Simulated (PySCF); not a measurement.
Input for PySCF: R-M06-2X/def2-TZVPPD on CH2F2 (SMILES FCF).

```python
from pyscf import gto, dft

mol = gto.M(
    atom='''
    F    -0.07304202    0.77836557    3.24697351
    C     0.00293579   -0.57225547    3.43976484
    F    -1.20562991   -1.11334447    3.10295023
    H     0.18326826   -0.76075921    4.49892568
    H     0.76084123   -0.97504861    2.77065118
    ''',
    basis='def2-tzvppd',
    charge=0, spin=0, verbose=4, max_memory=1800)
mf = dft.RKS(mol, xc='m062x').density_fit(auxbasis='def2-universal-jkfit')
mf.grids.level = 4
mf.conv_tol = 1e-9
mf.max_cycle = 150
mf.kernel()
mf.dip_moment()
```

The log:

```
PySCF version 2.14.0

[INPUT] verbose = 4
[INPUT] num. atoms = 5
[INPUT] num. electrons = 26
[INPUT] charge = 0
[INPUT] spin (= nelec alpha-beta = 2S) = 0
[INPUT] symmetry False subgroup None
[INPUT] Mole.unit = angstrom
[INPUT] Symbol           X                Y                Z      unit          X                Y                Z       unit  Magmom
[INPUT]  1 F     -0.073042020000   0.778365570000   3.246973510000 AA   -0.138029413385   1.470897752091   6.135890667618 Bohr   0.0
[INPUT]  2 C      0.002935790000  -0.572255470000   3.439764840000 AA    0.005547839059  -1.081406111584   6.500213480508 Bohr   0.0
[INPUT]  3 F     -1.205629910000  -1.113344470000   3.102950230000 AA   -2.278310337484  -2.103916130599   5.863726112856 Bohr   0.0
[INPUT]  4 H      0.183268260000  -0.760759210000   4.498925680000 AA    0.346326818726  -1.437626553640   8.501737389973 Bohr   0.0
[INPUT]  5 H      0.760841230000  -0.975048610000   2.770651180000 AA    1.437781548977  -1.842574831038   5.235771916903 Bohr   0.0

nuclear repulsion = 76.8686051669739
number of shells = 55
number of NR pGTOs = 200
number of NR cGTOs = 151
basis = def2-tzvppd
ecp = {}


******** <class 'pyscf.df.df_jk.DFRKS'> ********
method = DFRKS
initial guess = minao
damping factor = 0
level_shift factor = 0
DIIS = <class 'pyscf.scf.diis.CDIIS'>
diis_start_cycle = 1
diis_space = 8
diis_damp = 0
SCF conv_tol = 1e-09
SCF conv_tol_grad = None
SCF max_cycles = 150
direct_scf = False
XC library pyscf.dft.libxc version 7.1.2
    S. Lehtola, C. Steigemann, M. J. T. Oliveira, and M. A. L. Marques,  SoftwareX 7, 1–5 (2018)
XC functionals = m062x
    Y. Zhao and D. G. Truhlar,  Theor. Chem. Acc. 120, 215 (2008)
    Y. Zhao and D. G. Truhlar,  Theor. Chem. Acc. 120, 215 (2008)
radial grids:
    Treutler-Ahlrichs [JCP 102, 346 (1995); DOI:10.1063/1.469408] (M4) radial grids

becke partition: Becke, JCP 88, 2547 (1988); DOI:10.1063/1.454033
pruning grids: <function nwchem_prune>
grids dens level: 4
symmetrized grids: False
atomic radii adjust function: <function treutler_atomic_radii_adjust>
small_rho_cutoff = 0
Set gradient conv threshold to 3.16228e-05
Initial guess from minao.
tot grids = 117696
******** <class 'pyscf.df.df.DF'> ********
auxbasis = def2-universal-jkfit
init E= -239.202080488257
  HOMO = -0.373375746088481  LUMO = 0.0146947369340433  gap/eV = 10.55994
cycle= 1 E= -238.932031600937  delta_E= 0.27  |g|= 0.648  |ddm|= 1.51
  HOMO = -0.418335285984208  LUMO = 0.00453375739017048  gap/eV = 11.50685
cycle= 2 E= -238.914524285495  delta_E= 0.0175  |g|= 0.791  |ddm|= 0.721
  HOMO = -0.442280858855966  LUMO = 0.0149631551099176  gap/eV = 12.44224
cycle= 3 E= -239.005627918055  delta_E= -0.0911  |g|= 0.0362  |ddm|= 0.317
  HOMO = -0.434175587648809  LUMO = 0.0165104975131385  gap/eV = 12.26379
cycle= 4 E= -239.005830294792  delta_E= -0.000202  |g|= 0.0142  |ddm|= 0.0278
  HOMO = -0.436740056052386  LUMO = 0.0163763736383657  gap/eV = 12.32993
cycle= 5 E= -239.005869944247  delta_E= -3.96e-05  |g|= 0.00268  |ddm|= 0.0109
  HOMO = -0.436357452103305  LUMO = 0.0164125681442222  gap/eV = 12.32050
cycle= 6 E= -239.005871850675  delta_E= -1.91e-06  |g|= 0.000362  |ddm|= 0.00337
  HOMO = -0.436394530213498  LUMO = 0.0164099996538738  gap/eV = 12.32144
cycle= 7 E= -239.005871917079  delta_E= -6.64e-08  |g|= 5.87e-05  |ddm|= 0.000792
  HOMO = -0.436390974000634  LUMO = 0.0164125690021635  gap/eV = 12.32141
cycle= 8 E= -239.005871918653  delta_E= -1.57e-09  |g|= 2.1e-05  |ddm|= 0.000124
  HOMO = -0.43639077795423  LUMO = 0.016412539696578  gap/eV = 12.32141
cycle= 9 E= -239.005871918712  delta_E= -5.9e-11  |g|= 1.11e-05  |ddm|= 1.39e-05
  HOMO = -0.436390607127695  LUMO = 0.0164125342388637  gap/eV = 12.32140
Extra cycle  E= -239.005871918706  delta_E= 5.57e-12  |g|= 1.34e-05  |ddm|= 9.9e-06
converged SCF energy = -239.005871918706
Dipole moment(X, Y, Z, Debye):  1.64084, -1.03429,  0.67562
```

The calculation finished and met its thresholds.

Cost: about 13 core-seconds (a rough figure).
